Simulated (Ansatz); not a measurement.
Reaction (ligand exchange at a B–Cl bond): `FB1CB1Cl` + H–F → `FB1CB1F` + HCl

Gas-phase electronic energies from Ansatz, PBE0-D4/def2-TZVP geometries. CBS: MP2 limit from def2 TZ/QZ plus the TZ coupled-cluster correction, frozen cores. This one scheme is used for every species. DFT in def2-TZVPP.

`FB1CB1Cl`:

Cartesian coordinates in Å:
```
F -1.938 -1.031 0.485
B -0.731 -0.538 0.490
C 0.077 0.319 -0.639
B 0.659 0.115 0.727
Cl 2.291 0.047 1.299
H 0.608 0.426 -1.582
H -0.967 0.663 -0.780
```

H–F:

Z-matrix (Å, degrees):
```
F
H 1 0.920
```

`FB1CB1F`:

Z-matrix (Å, degrees):
```
C
B 1 1.611
B 1 1.510 2 61.0
H 1 1.114 2 78.4 3 -125.7
H 1 1.088 2 147.8 3 126.4
F 2 1.306 1 132.8 3 173.8
F 3 1.317 1 134.7 2 150.5
```

HCl:

```xyz
2

Cl    0.431    0.324    0.344
H    -0.431   -0.324   -0.344
```

| level | ΔE (kJ/mol) |
| --- | --- |
| revPBE | -29.4 |
| PBE0 | -29.4 |
| CCSD/def2-TZVPP | -34.0 |
| SCS-MP2/def2-QZVPP | -26.1 |

Question: What does CCSD(T)/CBS give? (Best estimate.)

Answer: Ansatz gave: -25.7 kJ/mol. The listed levels differ from it by -3.7, -3.7, -8.3, -0.4 kJ/mol.

Largest T1 diagnostic among the species: 0.014.

Leaving LDA and LC-ωPBE aside and taking each functional with its dispersion term where it has one, the values, not all of them listed here, spread over 17.0 kJ/mol, from CAM-B3LYP-D4 to revPBE-D4. At CCSD(T), def2-SVP lies −15.7 kJ/mol from the extrapolated value and def2-TZVPP −4.1 kJ/mol. The D4 term adds +4.7 kJ/mol with B3LYP and +2.5 kJ/mol with PBE0; it sums over pairs of atoms, weighted by their polarisabilities, and B3LYP, whose exchange is more repulsive, gets the larger term.

B3LYP here is the variant with VWN-RPA as its local correlation; programs differ in this.
